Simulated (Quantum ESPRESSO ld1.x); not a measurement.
Task: The praseodymium ion Pr33+, 26 electrons, occupied as [Ar] 3d8. Method: Dirac Kohn-Sham, relativistic LDA (MacDonald-Vosko exchange, VWN5 correlation), spin-unpolarised, spherical densities, point nucleus; open shells are shared between the two j in proportion to 2j + 1; computed with ld1.x of Quantum ESPRESSO 7.5. Some entries of the table are withheld. Estimate them.

| orbital | occ. | eigenvalue (hartree) | <1/r> (bohr^-1) | <r^2> (bohr^2) |
|---|---|---|---|---|
| 1s1/2 | 2 | -1577.12 | (1) | (2) |
| 2s1/2 | 2 | -295.601 | 15.29 | 0.01246 |
| 2p1/2 | 2 | (3) | 15.26 | 0.009099 |
| 2p3/2 | 4 | (4) | 13.79 | 0.01033 |
| 3s1/2 | 2 | -98.4426 | (5) | 0.07976 |
| 3p1/2 | 2 | (6) | 5.646 | 0.07400 |
| 3p3/2 | 4 | (7) | 5.274 | 0.08031 |
| 3d3/2 | 3.2 | -80.1979 | 5.155 | 0.06313 |
| 3d5/2 | 4.8 | -79.3456 | 5.061 | 0.06485 |
| 4s1/2 | 0 | -47.7821 | (8) | 0.3107 |
| 4p1/2 | 0 | -45.5658 | 2.765 | 0.3097 |
| 4p3/2 | 0 | -44.3008 | 2.641 | 0.3278 |

Result: 
(1) 1s1/2 <1/r> (bohr^-1): 64.44
(2) 1s1/2 <r^2> (bohr^2): 0.0007954
(3) 2p1/2 eigenvalue (hartree): -282.739
(4) 2p3/2 eigenvalue (hartree): -265.074
(5) 3s1/2 <1/r> (bohr^-1): 5.718
(6) 3p1/2 eigenvalue (hartree): -93.0772
(7) 3p3/2 eigenvalue (hartree): -89.2831
(8) 4s1/2 <1/r> (bohr^-1): 2.818
